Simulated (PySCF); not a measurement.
A calculated (UHF, PySCF 2.14, aug-cc-pwCVTZ-DK, the spin-free X2C one-electron Hamiltonian (Gaussian nucleus)) atom or ion has these occupied shells.

```
shell  electrons  orbital energy (eV)  rms radius, mean of both spins (bohr)
 1s β          1              -7815.3                                 0.0649
 1s α          1              -7815.3                                 0.0649
 2s α          1              -1006.4                                  0.276
 2s β          1              -1002.5                                  0.276
 2p α          3              -864.08                                  0.249
 2p β          3              -860.19                                  0.249
 3s α          1              -169.30                                  0.825
 3s β          1              -158.52                                  0.825
 3p α          3              -126.74                                  0.875
 3p β          3              -113.78                                  0.875
 3d α          5              -58.295                                   1.03
 3d β          1              -52.115                                   1.03
```

(1) Name the element and its charge.

Results:

(1) Co(3+) (cobalt, charge +3), in [Ar] 3d6, high-spin 5D determinant.
